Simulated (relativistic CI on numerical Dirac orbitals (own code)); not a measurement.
## Sensitivity of the levels of Pt29+ to α and to the nuclear radius

These numbers are calculated, not measured: Dirac-Coulomb-Breit CI, separate exchange-only KLI orbitals for each configuration, derivatives by finite differences, unscaled Slater integrals, QED left out (own radial code, finite nucleus).

CI space (outside the closed core [Kr] 4d10): 4f3, 4f2.5s, 4f2.5p, 4f.5s2, 4f.5s.5p, 4f2.5d, 4f.5p2, 4f.5s.5d. Levels of other configurations are missing.

With x = (α/α₀)² − 1 an excitation energy changes as ω = ω₀ + qx; K = 2q/ω₀ is the relative enhancement. Terms are leading LS components, so labels can repeat. The field-shift factor is F = δν/δ⟨r²⟩ for the transition from the lowest level.

Lowest level 4f3 4I°_9/2.

```
       Level  ω₀ (cm⁻¹)  q (cm⁻¹)       K  F (GHz/fm²)
4f3 4I°_11/2    30265.1     33580    2.22         1.68
 4f3 4F°_3/2    44873.1      2208  0.0984        0.552
4f3 4I°_13/2    54155.8     50970    1.88         2.64
 4f3 2H°_9/2    58958.3     28390   0.963         1.77
 4f3 4F°_5/2    64412.9     17370   0.539         1.38
 4f3 4S°_3/2    72921.7     34140   0.936         2.13
4f3 4I°_15/2    73597.8     59390    1.61          3.2
 4f3 2G°_7/2    73832.3     34090   0.923         2.16
 4f3 4G°_5/2    74585.5     25230   0.677          1.8
 4f3 4G°_7/2    88843.7     39260   0.884         2.52
4f3 2K°_13/2    95091.0     49640    1.04         3.02
 4f3 4F°_9/2    97265.5     61570    1.27         3.52
4f3 2H°_11/2    98026.8     54890    1.12         3.26
```

At this charge energies of transitions that change n are usually good to better than 1 %, and those within a shell (Δn = 0) to a few per cent. Terms inside the open d or f shell come out 10 to 20 % too wide with unscaled integrals.
